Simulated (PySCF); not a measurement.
**Correlation energy of As (arsenic, neutral)**

[Ar] 3d10 4s1 4p3 5s1, high-spin 6S determinant (an excited configuration). All numbers are calculated (PySCF 2.14, the spin-free X2C one-electron Hamiltonian (Gaussian nucleus), in aug-cc-pVTZ-DK). Frozen: [Ar] 3d10; 5 electrons correlated.

MP2 pair energies summed by pair of shells (mhartree):

| pair | energy | share (%) |
| --- | --- | --- |
| 4p-4p | -15.70 | 58.4 |
| 4p-5s | -7.57 | 28.2 |
| 4s-4p | -3.34 | 12.4 |
| 4s-5s | -0.26 | 1.0 |

Total MP2 correlation energy: -26.87 mhartree.

Same-spin part -26.87 and opposite-spin part 0.00 mhartree; SCS-MP2 scales them by 1/3 and 6/5 to -8.96 mhartree.
